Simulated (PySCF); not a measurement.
CaSb⁺: from constants to spectrum

PBE constants of CaSb⁺, ³Σ⁻ (triplet), unpaired electrons π ↑↑ (PySCF, scalar-relativistic core potentials, basis sets Ca def2-SVP, Sb def2-SVP with ECP28; masses 39.9626 and 120.9038 u):

- ωe: 211.8 cm⁻¹
- ωexe: 0.682 cm⁻¹
- Be: 0.063677 cm⁻¹
- αe: 0.000257 cm⁻¹
- De to Ca⁺ + Sb: 1.75 eV

What force constant and bond length do these constants imply?

Reduced mass μred = 30.035 u; k = 5.8918×10⁻⁷·μred·ωe² (u, cm⁻¹, mdyn/Å) = 0.794 mdyn/Å; Re = √(16.8576/(μred·Be)) (u, cm⁻¹, Å) = 2.969 Å.

Estimate the centrifugal constant D from the Kratzer relation and find the Dunham coefficient a1.

D = 4Be³/ωe² = 2.3e-08 cm⁻¹; a1 = −1 − αeωe/(6Be²) = -3.24.

These are scalar-relativistic numbers at best; spin–orbit coupling would shift them, the dissociation energy most. For an ion De counts to the pair picked by the measured ionisation energies or electron affinities, which need not be the lowest pair at this level. The state was picked by a PBE0 search and need not be the measured ground state.
